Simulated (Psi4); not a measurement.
diphosphane (H4P2), singlet, at a GFN2-xTB geometry; Psi4 with SVWN/STO-3G.

Here is a job for Psi4.
```
memory 2 GB

molecule {
0 1
P    -0.96539623   -0.47513455   -0.03279552
P     0.96539623    0.47513455    0.03279552
H    -1.49020664    0.30760915    0.99617880
H    -1.46238425    0.38946218   -1.00869367
H     1.46238425   -0.38946218    1.00869367
H     1.49020664   -0.30760915   -0.99617880
}

set {
  basis sto-3g
  dft_nuclear_scheme becke
}

energy('svwn')
print_variables()
```

What the program printed (banner, timings and long lists left out):

```
   => Loading Basis Set <=

    Name: STO-3G
    Role: ORBITAL
    Keyword: BASIS

         ---------------------------------------------------------
                                   SCF
               by Justin Turney, Rob Parrish, Andy Simmonett
                          and Daniel G. A. Smith
                              RKS Reference
         ---------------------------------------------------------

  ==> Geometry <==

    Molecular point group: ci
    Full point group: Ci

    Geometry (in Angstrom), charge = 0, multiplicity = 1:

       Center              X                  Y                   Z               Mass
    ------------   -----------------  -----------------  -----------------  -----------------
         P           -0.965396230000    -0.475134550000    -0.032795520000    30.973761998420
         P            0.965396230000     0.475134550000     0.032795520000    30.973761998420
         H           -1.490206640000     0.307609150000     0.996178800000     1.007825032230
         H           -1.462384250000     0.389462180000    -1.008693670000     1.007825032230
         H            1.462384250000    -0.389462180000     1.008693670000     1.007825032230
         H            1.490206640000    -0.307609150000    -0.996178800000     1.007825032230

  Running in ci symmetry.

  Rotational constants: A =      2.23805  B =      0.20796  C =      0.20647 [cm^-1]
  Rotational constants: A =  67094.97914  B =   6234.49026  C =   6189.84243 [MHz]
  Nuclear repulsion =   91.237554346736559

  Charge       = 0
  Multiplicity = 1
  Electrons    = 34
  Nalpha       = 17
  Nbeta        = 17

  ==> Algorithm <==

  SCF Algorithm Type is DF.
  DIIS enabled.
  MOM disabled.
  Fractional occupation disabled.
  Guess Type is SAD.
  Energy threshold   = 1.00e-06
  Density threshold  = 1.00e-06
  Integral threshold = 1.00e-12

  ==> Primary Basis <==

  Basis Set: STO-3G
    Blend: STO-3G
    Number of shells: 14
    Number of basis functions: 22
    Number of Cartesian functions: 22
    Spherical Harmonics?: true
    Max angular momentum: 1

  ==> DFT Potential <==

   => LibXC <=

    Version 7.1.2
    S. Lehtola, C. Steigemann, M. J. T. Oliveira, and M. A. L. Marques,  SoftwareX 7, 1–5 (2018) (10.1016/j.softx.2017.11.002)

   => Composite Functional: SVWN <=

    Slater exchange
    Vosko, Wilk & Nusair (VWN5_RPA)
    P. A. M. Dirac,  Math. Proc. Cambridge Philos. Soc. 26, 376 (1930) (10.1017/S0305004100016108)
    F. Bloch,  Z. Phys. 57, 545 (1929) (10.1007/BF01340281)
    S. H. Vosko, L. Wilk, and M. Nusair,  Can. J. Phys. 58, 1200 (1980) (10.1139/p80-159)

    Deriv               =              1
    GGA                 =          FALSE
    Meta                =          FALSE

    Exchange Hybrid     =          FALSE
    MP2 Hybrid          =          FALSE

   => Exchange Functionals <=

    1.0000         XC_LDA_X

   => Correlation Functionals <=

    1.0000   XC_LDA_C_VWN_RPA

   => LibXC Density Thresholds  <==

    XC_LDA_C_VWN_RPA:  1.00E-15
    XC_LDA_X:  1.00E-15

   => Molecular Quadrature <=

    Radial Scheme          =       TREUTLER
    Pruning Scheme         =           NONE
    Nuclear Scheme         =          BECKE

    Blocking Scheme        =         OCTREE
    BS radius alpha        =              1
    Pruning alpha          =              1
    Radial Points          =             75
    Spherical Points       =            302
    Total Points           =         126364
    Total Blocks           =           1032
    Max Points             =            256
    Max Functions          =             21
    Weights Tolerance      =       1.00E-15

   => Loading Basis Set <=

    Name: (STO-3G AUX)
    Role: JKFIT
    Keyword: DF_BASIS_SCF

  ==> Integral Setup <==

  SCF_SUBTYPE=INCORE selected. In-core MEM_DF algorithm will be used.
  Using in-core AOs.

  ==> MemDFJK: Density-Fitted J/K Matrices <==

    J tasked:                   Yes
    K tasked:                    No
    wK tasked:                   No
    Algorithm:                 Core
    Schwarz Cutoff:           1E-12
    Mask sparsity (%):       3.7190
    Fitting Condition:        1E-10

   => Auxiliary Basis Set <=

  Basis Set: (STO-3G AUX)
    Blend: DEF2-UNIVERSAL-JKFIT
    Number of shells: 100
    Number of basis functions: 328
    Number of Cartesian functions: 390
    Spherical Harmonics?: true
    Max angular momentum: 4

  Minimum eigenvalue in the overlap matrix is 2.9498943127E-01.
  Reciprocal condition number of the overlap matrix is 1.4887204932E-01.
    Using symmetric orthogonalization.

  ==> Pre-Iterations <==

  SCF Guess: Superposition of Atomic Densities via on-the-fly atomic UHF (no occupation information).

   -------------------------
    Irrep   Nso     Nmo
   -------------------------
     Ag        11      11
     Au        11      11
   -------------------------
    Total      22      22
   -------------------------

  ==> Iterations <==

                           Total Energy        Delta E     RMS |[F,P]|

   @DF-RKS iter SAD:  -674.40810484184954   -6.74408e+02   0.00000e+00
   @DF-RKS iter   1:  -675.39971820767425   -9.91613e-01   7.96759e-03 ADIIS/DIIS
   @DF-RKS iter   2:  -675.40396568221615   -4.24747e-03   6.02518e-03 ADIIS/DIIS
   @DF-RKS iter   3:  -675.41159515832885   -7.62948e-03   7.26410e-04 ADIIS/DIIS
   @DF-RKS iter   4:  -675.41172121050602   -1.26052e-04   1.65360e-05 DIIS
   @DF-RKS iter   5:  -675.41172129961592   -8.91099e-08   1.42414e-06 DIIS
   @DF-RKS iter   6:  -675.41172130028770   -6.71776e-10   1.44829e-08 DIIS
  Energy and wave function converged.

  ==> Post-Iterations <==

   Electrons on quadrature grid:
      Ntotal   =   34.0000213859 ; deviation = 2.139e-05

    Orbital Energies [Eh]
    ---------------------

    Doubly Occupied:

[...]
    Virtual:

[...]
    Final Occupation by Irrep:
             Ag    Au
    DOCC [     9,    8 ]
    NA   [     9,    8 ]
    NB   [     9,    8 ]

  @DF-RKS Final Energy:  -675.41172130028770

   => Energetics <=

    Nuclear Repulsion Energy =             91.2375543467365588
    One-Electron Energy =               -1122.9006817210154168
    Two-Electron Energy =                 402.4670383717193545
    DFT Exchange-Correlation Energy =     -46.2156322977281704
    Empirical Dispersion Energy =           0.0000000000000000
    VV10 Nonlocal Energy =                  0.0000000000000000
    Total Energy =                       -675.4117213002876952

Computation Completed

Properties will be evaluated at   0.000000,   0.000000,   0.000000 [a0]

Properties computed using the SCF density matrix

 Multipole Moments:

 ------------------------------------------------------------------------------------
     Multipole            Electronic (a.u.)      Nuclear  (a.u.)        Total (a.u.)
 ------------------------------------------------------------------------------------

 L = 1.  Multiply by 2.5417464519 to convert [e a0] to [Debye]
 Dipole X            :          0.0000000            0.0000000            0.0000000
 Dipole Y            :          0.0000000            0.0000000            0.0000000
 Dipole Z            :          0.0000000            0.0000000            0.0000000
 Magnitude           :                                                    0.0000000

 ------------------------------------------------------------------------------------

  Variable Map:
  ----------------------------------------------------------------------------
[...]
  Array Variable Map:
  ----------------------------------------------------------------------------
[...]
[...]
```
